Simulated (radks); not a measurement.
Problem. The mean radii <r> (bohr) of the occupied orbitals of an atom or ion are listed with their occupations. Method: Dirac Kohn-Sham, BP86, spin-unpolarised, spherical densities, finite nucleus; Fermi nuclear charge, rms radius of each element as measured or else 0.836 A^(1/3) + 0.57 fm; computed with a radial shooting solver on a logarithmic mesh with Libxc functionals.

orbital  occ.      <r>
1s1/2       2  0.02191
2s1/2       2  0.09275
2p1/2       2  0.07745
2p3/2       4  0.08429
3s1/2       2   0.2440
3p1/2       2   0.2336
3p3/2       4   0.2467
3d3/2       4   0.2187
3d5/2       6   0.2228
4s1/2       2   0.5528
4p1/2       2   0.5648
4p3/2       4   0.5943
4d3/2       4   0.6302
4d5/2       6   0.6407
5s1/2       2    1.333
5p1/2       2    1.491
5p3/2       4    1.582
4f5/2       6   0.8573
4f7/2       1   0.8695
5d3/2       1    2.325

Name the element and its charge. Open shells, if any, fill j = l - 1/2 first.

Solution. Z = 64, gadolinium, charge +2: Gd2+ in [Xe] 4f7 5d1. The 1s radius gives Z: for a bare nucleus <r> = (2 gamma + 1)/(2Z) with gamma = sqrt(1 - (Z/c)^2), 0.02163 bohr for Z = 64, and screening makes it slightly larger (0.02191 here). The occupations add up to 62, and the charge is Z minus that.
